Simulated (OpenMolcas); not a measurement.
# Multiplet structure of B I

```
Program             : OpenMolcas
Method              : SS-CASPT2, IPEA 0.25 Eh, imaginary shift 0.1 Eh (closed shells correlated: 1s)
Basis               : ANO-RCC-VTZP [4s3p2d1f]
Scalar Hamiltonian  : DKH2, point nucleus
Active space        : 3 electrons in 4 orbitals (2s 2p)
State averaging     : 2S+1 = 4 odd, 1 root (0 in the spin-orbit step); 2S+1 = 2 odd, 3 roots; 2S+1 = 4 even, 3 roots
Spin-orbit coupling : RASSI with atomic mean-field integrals over the reference wave functions, term energies averaged over their components
```

Spin-free terms above the lowest, with the occupations of the reference:

```csv
Configuration,Term,E (cm-1),Occupations
2s2 2p,2P*,0.0,2s 1.89 2p 1.11
2s 2p2,4P,27186,2s 1.00 2p 2.00
```

With spin-orbit coupling, above the lowest level:

| Configuration | Term | J | E (cm-1) | Measured (cm-1) | g | Term weight % |
| --- | --- | --- | --- | --- | --- | --- |
| 2s2 2p | 2P* | 1/2 | 0.0 | 0.0 | 0.666 | 100 |
| 2s2 2p | 2P* | 3/2 | 14.5 | 15.3 | 1.334 | 100 |
| 2s 2p2 | 4P | 1/2 | 27187 | 28870 | 2.671 | 100 |
| 2s 2p2 | 4P | 3/2 | 27192 | 28875 | 1.735 | 100 |
| 2s 2p2 | 4P | 5/2 | 27201 | 28881 | 1.601 | 100 |

Against the 4 measured excited levels shown (NIST Handbook of Basic Atomic Spectroscopic Data) the mean absolute deviation is 1300 cm-1; the largest miss in energy is 2s 2p2 4P 1/2: computed 27187, measured 28870 cm-1 (-5.8 %).

Spin-orbit coupling puts the lowest level 9.7 cm-1 below the lowest spin-free term.

Computed and measured levels are paired by configuration, term and J; levels that our copy of the source lacks, or whose pairing is in doubt (as where it misses far off the trend of its configuration), stay unpaired and out of the deviations. Only configurations of the active space appear. The first state left out of the spin-orbit step lies near 56000 cm-1 above the lowest spin-free state of the reference (among the parities and spins computed), and the list stops at four fifths of that energy or lower.

The term weight is that of the spin-free term in the level, not the purity of its configuration. * marks odd parity.
